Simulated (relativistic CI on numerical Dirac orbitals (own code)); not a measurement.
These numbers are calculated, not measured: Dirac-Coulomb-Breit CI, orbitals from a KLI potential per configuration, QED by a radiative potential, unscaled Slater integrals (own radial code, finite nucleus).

CI space (outside the closed core [Ar] 3d10): 4s²4p⁶4d⁶, 4s²4p⁶4d⁵4f, 4s²4p⁵4d⁷, 4s4p⁶4d⁷, 4s²4p⁵4d⁶4f, 4s4p⁶4d⁶4f, 4s²4p⁶4d⁵5s, 4s²4p⁶4d⁴4f5s, 4s²4p⁶4d⁵5d, 4s4p⁶4d⁶5s, 4s²4p⁶4d⁵6s, 4p⁶4d⁸, 4p⁵4d⁹, 4p⁵4d⁸4f, 4s²4p⁶4d⁴5s², 4s²4p⁶4d³4f5s², 4s²4p⁵4d⁴4f5s², 4s4p⁶4d⁴4f5s². Double excitations out of closed p, d and f shells are left out; levels of such configurations are missing from the list, as are those of other unlisted configurations, and high levels can miss mixing partners.

At this charge energies of transitions that change n are usually good to better than 1 %, and those within a shell (Δn = 0) to a few per cent. Terms inside the open d or f shell come out 10 to 20 % too wide with unscaled integrals.

Outline of the computed level scheme of Hg XXXIX. Lowest level of each configuration: 4s²4p⁶4d⁶ ³F4 at 0.000 eV; 4s²4p⁵4d⁷ ⁵G°6 at 209.713 eV; 4s²4p⁶4d⁵4f ³D°3 at 220.230 eV.

Some strong electric-dipole decays among the lowest 45 levels: 4s²4p⁵4d⁷ ³P°2 → 4s²4p⁶4d⁶ ³P2 (4.6e+10 s⁻¹); 4s²4p⁶4d⁵4f ⁵D°1 → 4s²4p⁶4d⁶ ³P2 (4.1e+10 s⁻¹); 4s²4p⁵4d⁷ ³F°4 → 4s²4p⁶4d⁶ ³F4 (4.0e+10 s⁻¹); 4s²4p⁵4d⁷ ³G°5 → 4s²4p⁶4d⁶ ³F4 (2.6e+10 s⁻¹); 4s²4p⁶4d⁵4f ³D°3 → 4s²4p⁶4d⁶ ³F4 (2.5e+10 s⁻¹); 4s²4p⁵4d⁷ ³D°3 → 4s²4p⁶4d⁶ ³P2 (1.5e+10 s⁻¹); 4s²4p⁶4d⁵4f ³F°2 → 4s²4p⁶4d⁶ ³P2 (6.6e+09 s⁻¹); 4s²4p⁵4d⁷ ³G°5 → 4s²4p⁶4d⁶ ⁵D4 (3.0e+09 s⁻¹).

LS names give the leading component of a level, which can be under half, so a name can repeat, a term be missing and a line seem to break the LS rules.
